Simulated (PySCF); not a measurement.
A structure optimised at B3LYP-D3(BJ)/def2-SVP, used in a PySCF frequency run:

```xyz
10

C     -0.1516     2.6846     0.0000
C      0.3701     1.4870     0.0000
C      0.8682     0.2681     0.0000
B     -0.0455    -0.9980     0.0000
O      0.4305    -2.2660     0.0000
F     -1.3703    -0.8641     0.0000
H     -0.3809     3.2025     0.9374
H     -0.3809     3.2025    -0.9374
H      1.9637     0.1684     0.0000
H      1.3933    -2.3163     0.0000
```
Charge 0, spin multiplicity 1.

Question: Write its SMILES, formula and point group.

Answer: C=C=CB(O)F, C3H4BFO, Cs

Question: What are its rotational constants (standard atomic weights)?

Answer: 8.8420, 2.0314, 1.6713 GHz
